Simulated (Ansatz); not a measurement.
`[AlH2][O][SiH3]` + `C=CNC` → `C[NH][AlH][O][SiH3]` + `C=C`  (formal exchange of groups at the Al–H bond)

Isolated molecules relaxed with PBE0-D4/def2-TZVP in Ansatz; ΔE leaves out vibrations. CBS: MP2 limit from def2 TZ/QZ plus the TZ coupled-cluster correction, frozen cores. This one scheme is used for every species. Each species was taken in one conformer, which may not be the lowest.

`[AlH2][O][SiH3]`:

Cartesian coordinates in Å:
```
Al 1.054 0.952 1.215
O 0.093 0.097 0.133
Si -0.810 -0.731 -0.931
H 1.027 0.516 2.733
H 1.926 2.143 0.653
H -2.154 -0.105 -1.050
H -0.975 -2.140 -0.482
H -0.162 -0.732 -2.270
```

`C=CNC`:

Cartesian coordinates in Å:
```
C 0.481 -0.750 -1.785
C 0.106 0.089 -0.819
N -0.499 -0.238 0.373
C -0.296 0.610 1.521
H 0.383 -1.826 -1.684
H 0.875 -0.368 -2.716
H 0.227 1.162 -0.956
H -0.500 -1.225 0.578
H 0.723 0.566 1.931
H -0.503 1.646 1.246
H -0.997 0.334 2.311
```

`C[NH][AlH][O][SiH3]`:

Cartesian coordinates in Å:
```
C 0.298 -2.015 0.321
N 0.848 -1.027 1.224
Al 0.721 0.729 1.149
O -0.144 1.421 -0.122
Si -1.018 1.798 -1.432
H -0.253 -1.520 -0.482
H -0.402 -2.694 0.822
H 1.076 -2.628 -0.150
H 1.365 -1.448 1.982
H 1.401 1.631 2.244
H -1.467 0.564 -2.137
H -2.221 2.581 -1.042
H -0.204 2.609 -2.378
```

`C=C`:

Cartesian coordinates in Å:
```
C -0.047 -0.237 -0.616
C 0.047 0.237 0.616
H -0.921 -0.786 -0.949
H 0.745 -0.095 -1.343
H 0.921 0.786 0.949
H -0.745 0.095 1.343
```

```
        level  ΔE (kcal/mol)
HF/def2-TZVPP          -30.1
 HF/CBS(def2)          -30.2
```

What does CCSD(T)/CBS give? (Estimate.)

The calculation gave: -31.5 kcal/mol. The listed levels differ from it by 1.4, 1.3 kcal/mol.

Largest T1 diagnostic among the species: 0.012.

From PBE to PBE0 (25 % exact exchange), in def2-TZVPP and without D4, ΔE moves by −0.9 kcal/mol. In def2-TZVPP, CCSD(T) changes the Hartree–Fock value by −1.1 kcal/mol (the triples alone add +0.2 kcal/mol) and MP2 by −1.0 kcal/mol.
